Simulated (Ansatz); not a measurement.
Reaction R1 → P1 + P2, each structure at its B3LYP-D3(BJ)/def2-SVP stationary point, reached from a drawn start (curvature not checked).
R1: C6H18OSi2 (SMILES C[Si](C)(C)O[Si](C)(C)C), charge 0, multiplicity 1.
P1, C6H17OSi2 (SMILES [CH2][Si](C)(C)O[Si](C)(C)C) (charge 0, multiplicity 2):
```xyz
26

C     -2.03415    -2.12754    -1.38070
Si    -1.51111    -0.54040    -0.58197
C     -1.81309     0.91775    -1.73660
C     -2.45386    -0.26105     1.02543
O      0.11772    -0.66849    -0.25881
Si     1.45992     0.09236     0.37847
C      1.78305     1.67827    -0.58177
C      2.90354    -1.09262     0.20429
C      1.14114     0.48874     2.19032
H     -3.06445    -2.32195    -1.70228
H     -1.33299    -2.94840    -1.56887
H     -2.87504     0.97999    -2.02621
H     -1.53953     1.86772    -1.24844
H     -1.21447     0.82168    -2.65629
H     -3.54202    -0.24725     0.84881
H     -2.23706    -1.05973     1.75242
H     -2.17327     0.70233     1.48230
H      1.91211     1.46715    -1.65580
H      2.69540     2.18298    -0.22299
H      0.94425     2.38547    -0.47658
H      2.70603    -2.03156     0.74630
H      3.83154    -0.65454     0.60724
H      3.07679    -1.34460    -0.85444
H      0.30068     1.19295     2.30206
H      2.02759     0.94576     2.66062
H      0.89128    -0.42502     2.75369
```
P2: H atom, charge 0, multiplicity 2.

P less R. No zero-point or thermal terms; singlets are restricted closed shells; open shells are unrestricted. One arrangement of each flexible species, with no search for the lowest.

Frozen-core correlation throughout.

The values were computed with Ansatz (Gaussian orbitals). No computed number here is a measurement.

Total energies in hartree:

```tsv
structure	PBE/def2-TZVPP	B3LYP/def2-TZVPP	CCSD(T)/cc-pV(D+d)Z
R1	-893.273120	-894.071525	-892.031647
P1	-892.605394	-893.400222	-891.365957
P2	-0.499616	-0.502154	-0.499278
```

Work out the reaction energy at each level in kJ/mol (1 hartree = 2625.49964 kJ/mol), and say how far PBE/def2-TZVPP lies from CCSD(T)/cc-pV(D+d)Z.


- PBE/def2-TZVPP: (-892.605394) + (-0.499616) − (-893.273120) = 0.168110 hartree = 441.4 kJ/mol
- B3LYP/def2-TZVPP: (-893.400222) + (-0.502154) − (-894.071525) = 0.169149 hartree = 444.1 kJ/mol
- CCSD(T)/cc-pV(D+d)Z: (-891.365957) + (-0.499278) − (-892.031647) = 0.166412 hartree = 436.9 kJ/mol
PBE/def2-TZVPP less CCSD(T)/cc-pV(D+d)Z: 4.5 kJ/mol. CCSD(T)/cc-pV(D+d)Z is the level counted from, the highest shown, and no exact or measured value.

Ansatz is a first-principles code.
